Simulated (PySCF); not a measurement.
# What a mistake does to a calculation on B2H4N2

Calculated results; nothing here was measured. They come from PySCF 2.14.0, an open-source quantum chemistry program, on an isolated molecule that a program drew, which may never have been made. The molecule is B2H4N2 (charge 0, singlet), drawn as the SMILES string `BN=BN`.

Each row is a Hartree-Fock (HF) and frozen-core CCSD(T) single point in the cc-pVDZ basis, meant for a local HF minimum. Run 1 is clean. Each other run has one planted mistake out of seven kinds, and not every kind appears here: one electron removed, one electron added, multiplicity raised by two, geometry at a saddle point, minimal basis STO-3G, one bond length entered in bohr, all coordinates scaled. The reference is restricted for singlets and unrestricted otherwise, and also for a bond in bohr. Adding or removing an electron swaps singlet and doublet. Electrons count all cores. HOMO and LUMO are orbital energies over both spins, the gradient is its largest component, and the lowest frequency (negative if imaginary) is given only where the gradient is small. Bond lengths are over the 7 bonds as drawn. T1 is the CCSD diagnostic: over 0.02 (restricted) or 0.045 (unrestricted) a single reference is doubtful.

Geometry of the clean run:
```xyz
8
B2H4N2, angstrom
B    -1.7793   -1.1422   -0.8817
N    -0.6542   -0.5187   -1.4132
B     0.3601    0.0429   -1.8928
N     1.4734    0.6593   -2.4190
H    -1.8999   -1.2699    0.3113
H    -2.6455   -1.5612   -1.6086
H     2.2089    1.0150   -1.8463
H     1.6022    0.7842   -3.4005
```

| run | electrons | basis functions | <S^2> | HOMO (eV) | LUMO (eV) | gradient (hartree/bohr) | lowest frequency (cm^-1) | mean bond (Å) | longest bond (Å) | T1 | HF (hartree) | CCSD(T) (hartree) | mistake |
|---|---|---|---|---|---|---|---|---|---|---|---|---|---|
| 1 | 28 | 76 | 0.000 | -9.97 | 3.45 | 1.8e-05 | 128 | 1.2044 | 1.392 | 0.0151 | -160.67971 | -161.21441 | no fault |
| 2 | 28 | 76 | 0.000 | -10.03 | 3.77 | 5.7e-02 | - | 1.1454 | 1.324 | 0.0135 | -160.65452 | -161.17807 | all coordinates scaled |
| 3 | 28 | 24 | 0.000 | -8.10 | 7.37 | 3.6e-02 | - | 1.2044 | 1.392 | 0.0196 | -158.61524 | -158.85073 | ? |
| 4 | 27 | 76 | 0.762 | -17.88 | -7.03 | 1.2e-01 | - | 1.2044 | 1.392 | 0.0410 | -160.37013 | -160.86646 | ? |

**Which mistake was planted in run 3, and what did it cost?**

It has 24 basis functions where the clean run has 76, with the same electrons and geometry. So the mistake is: minimal basis STO-3G. Subtracting run 1 and multiplying by 627.51 kcal/mol a hartree, the energy moved by 1295.5 kcal/mol in HF and 1483.2 kcal/mol in CCSD(T).

**Which mistake was planted in run 4, and what did it cost?**

It counts 27 electrons, one fewer than the clean run, at the same geometry and basis. So the mistake is: one electron removed. Subtracting run 1 and multiplying by 627.51 kcal/mol a hartree, the energy moved by 194.3 kcal/mol in HF and 218.3 kcal/mol in CCSD(T).

